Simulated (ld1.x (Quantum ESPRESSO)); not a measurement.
# Transferability test, TM potential for cobalt

```
Element                 : cobalt (Co)
Generator               : ld1.x (Quantum ESPRESSO) 7.5
Type                    : norm-conserving Troullier–Martins (Kleinman–Bylander form)
Functional              : PBEsol
Relativity              : fully relativistic
Frozen core             : [Ar]
Valence charge          : 9
Reference configuration : 3d7 4s1 4p0 (charge +1)
Partial waves           : 4s (bound): rc 2.20 bohr; 4p (bound, empty): rc 2.00 bohr; 3d (bound): rc 1.10 bohr
Local potential         : all-electron potential smoothed inside 1.60 bohr (lloc = -2)
Core correction         : a·sin(br)/r model core, default radius (core density twice the valence density)
```

Open shells are filled in proportion to 2j + 1 (rel_dist='average').

Energies are relative to the spin-unpolarised reference configuration 3d7 4s1 4p0; without spin polarisation the order of configurations can differ from experiment. The frozen-core shift is the all-electron ΔE with the core orbitals held at their reference shape minus the fully relaxed ΔE.

```json
{"valence configuration": "3d7 4s0 4p0", "charge": "+2", "ΔE all-electron (eV)": "16.697", "error AE − PS (meV)": "-20", "frozen-core shift (meV)": "+3.1"}
{"valence configuration": "3d6 4s0 4p0", "charge": "+3", "ΔE all-electron (eV)": "52.534", "error AE − PS (meV)": "-251", "frozen-core shift (meV)": "+258"}
{"valence configuration": "3d6 4s2 4p0", "charge": "+1", "ΔE all-electron (eV)": "6.165", "error AE − PS (meV)": "-304", "frozen-core shift (meV)": "+176"}
{"valence configuration": "3d7 4s0 4p2", "charge": "0", "ΔE all-electron (eV)": "-0.031", "error AE − PS (meV)": "-1.2", "frozen-core shift (meV)": "+0.4"}
{"valence configuration": "3d8 4s1 4p0", "charge": "0", "ΔE all-electron (eV)": "-10.260", "error AE − PS (meV)": "-89", "frozen-core shift (meV)": "+56"}
```

(1) What are ΔE and the potential's error for 3d8 4s0 4p0?

(2) What are ΔE and the potential's error for 3d7 4s2 4p0?

Levels in the configuration 3d7 4s0 4p2:

```
   level  all-electron (eV)  pseudo (eV)
3d j=3/2            -11.688      -11.717
3d j=5/2            -11.493      -11.523
4p j=1/2             -2.841       -2.842
4p j=3/2             -2.773       -2.774
```

Results:

(1) ΔE = -2.623 eV all-electron; the error (AE − PS) is -200 meV.

(2) ΔE = -9.045 eV all-electron; the error (AE − PS) is -5.8 meV.
